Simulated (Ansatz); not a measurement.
Job for Ansatz (a first-principles code): R-CCSD(T)/aug-cc-pVDZ on HF (SMILES F) with ghost functions.

Ansatz 0.2 input:
```yaml
crystal:
  periodic: [false, false, false]
  atoms:
    - {symbol: F, position_ang: [-0.23388643, 0.85647079, 0.58511113]}
    - {symbol: H, position_ang: [-0.16839628, 0.55535679, 1.46867864]}
basis:
  gaussian:
    orbitals: aug-cc-pVDZ
    ghost_atoms:
      - {symbol: C, position_ang: [-0.54357000, 0.24783557, 3.64206319]}
      - {symbol: C, position_ang: [0.49854143, -0.50611592, 3.30930327]}
      - {symbol: H, position_ang: [-0.42091999, 1.26747837, 3.98679166]}
      - {symbol: H, position_ang: [-1.55787769, -0.12921719, 3.59110801]}
      - {symbol: H, position_ang: [0.37645800, -1.52876979, 2.97337740]}
      - {symbol: H, position_ang: [1.51345523, -0.13203230, 3.36911424]}
magnetization: {spin_polarized: false}
correlation: {method: ccsd_t, electrons: outside_noble_gas}
scf: {lower_state_search: off}
```

Q: What total energy does the run end on?

A: -100.2644 hartree (reference determinant -100.0325, T1 diagnostic 0.013).

Q: How many basis functions does it have, and what does it roughly cost on one machine?

A: 114 functions; about 8 core-seconds (a rough figure).
